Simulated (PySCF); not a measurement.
# Static response to an electric field

Species: C3H12B2N2.
Cartesian coordinates in Å at the PBE0-D3(BJ)/def2-SVP level; atoms count from 1:
```
atom  x, y, z in Å
B1     2.3696   -0.1374   -0.0542
N2     1.3154    0.0874   -1.2294
B3     0.1912   -0.4933   -0.2433
C4    -0.9336    0.5669    0.1119
C5    -2.2489    0.1072    0.6876
C6    -2.1953    0.6264   -0.7135
N7     1.2560   -0.7048    0.9372
H8     2.8381    0.9149    0.3439
H9     3.1948   -0.9872   -0.3421
H10    1.4745   -0.4587   -2.0706
H11    1.1689    1.0557   -1.5034
H12   -0.2334   -1.5665   -0.6479
H13   -0.5893    1.5436    0.4846
H14   -2.3949   -0.9676    0.8333
H15   -2.7392    0.7284    1.4429
H16   -2.3035   -0.0895   -1.5341
H17   -2.6466    1.6029   -0.9123
H18    1.3846   -1.6676    1.2333
H19    1.0810   -0.1398    1.7644
```

Level: CAM-B3LYP/def2-SVPD (PySCF), static field, nuclei fixed, core orbitals frozen in the response. The polarisability tensor in these axes (au):

```
x   91.67 -1.90 -0.18
y   -1.90 73.32 -0.81
z   -0.18 -0.81 75.01
```

Task: Diagonalise the tensor; give its mean and Δα, where Δα² is half the sum of the squared differences of the eigenvalues.

Result: Principal values 72.82, 75.32 and 91.86 au; mean 80.00 au = 11.85 Å³ = 13.19 × 10⁻⁴⁰ C²·m²/J; Δα = 17.93 au (22 % of the mean).

Task: What is the dipole moment?

Result: 0.19 D at this geometry.

Task: Find the Langevin capture rate constant for NH4+ (18.034 u) meeting this molecule (98.119 u), k = 2.342 × 10⁻⁹ cm³/s × √(α in Å³ / reduced mass in u).

Result: The reduced mass is 15.23 u, so k = 2.07 × 10⁻⁹ cm³/s.

Task: Sum over states: ᾱ = Σ f/ω², ω in Eh. What share falls to these 10 lowest TDDFT singlets (eV, f)? 7.25, 0.0047; 7.54, 0.0039; 7.57, 0.0315; 7.70, 0.0099; 7.74, 0.0028; 7.92, 0.0049; 7.94, 0.0058; 7.97, 0.0415; 8.03, 0.0317; 8.05, 0.0016.

Result: They add up to 1.68 au, 2.1 % of the 80.00 au; the largest single term is 0.48 au, from the state at 7.97 eV. Terms in order: 0.07, 0.05, 0.41, 0.12, 0.03, 0.06, 0.07, 0.48, 0.36, 0.02 au. Higher excitations give the rest. The strengths listed sum to 0.138.

Task: Traceless (Buckingham) quadrupole moment about the centre of nuclear charge: eigenvalues?

Result: -15.27, 2.20, 13.07 D·Å. The values depend on the origin, since the dipole doesn't vanish. The electronic extent ⟨r²⟩ about the same centre is 932 bohr², a root-mean-square distance of 2.20 Å for the 54 electrons.

One conformer (not necessarily the lowest) at the PBE0-D3(BJ)/def2-SVP geometry, without solvent, vibrations or thermal averaging.
